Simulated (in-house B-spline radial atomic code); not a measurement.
# Ionising Ni3+ with different functionals

Computed with a radial B-spline atomic code at the basis-set limit: scalar-relativistic (spin-free X2C) Hamiltonian, Fermi nucleus of rms radius 3.7757 fm, spin-polarised at highest spin, spherical fractional occupations for the functionals, the average over the highest-spin determinants for Hartree-Fock. The ionisation energy is the difference of two self-consistent energies, [Ar] 3d7 → [Ar] 3d6, without Breit or QED terms; ε is the level of the shell that loses the electron (its least bound occupied spin orbital).

Hybrids are left out here: with spherical fractional occupations of an open shell their exact exchange keeps a self-interaction that integer-occupation calculations don't have.

```
           method          rung  ΔSCF (eV)  -ε(3d) (eV)
     Hartree-Fock  Hartree-Fock      52.12        55.13
         LDA VWN5           LDA      55.51        45.51
         LDA PW92           LDA      55.50        45.50
LDA exchange-only           LDA      53.36        43.49
              PBE           GGA      55.07        45.08
           PBEsol           GGA      55.03        45.05
             BLYP           GGA      55.08        45.09
             RPBE           GGA      54.94        44.96
             PW91           GGA      55.22        45.22
             BP86           GGA      55.18        45.19
             AM05           GGA      55.06        45.07
             OLYP           GGA          ?            ?
             TPSS      meta-GGA          ?            ?
             SCAN      meta-GGA      54.26        44.47
           r2SCAN      meta-GGA      54.34        44.53
          revTPSS      meta-GGA      54.58        44.65
```

Problem. What does TPSS give?

Solution. ΔSCF 54.80 eV, and -ε(3d) = 44.83 eV.

Problem. What does OLYP give?

Solution. ΔSCF 55.04 eV, and -ε(3d) = 45.05 eV.

Problem. How do they compare with the NIST value?

Solution. NIST lists 54.9 eV ± 0.25 (semi-empirical, ground level to ground level). Errors run from -2.80 to +0.59 eV; RPBE is closest (+0.02 eV), though others lie within the uncertainty of it, and part of that can be cancellation, since the calculations leave out spin-orbit coupling, Breit-QED terms, multiplet and fine-structure energies. Hartree-Fock also lacks correlation.
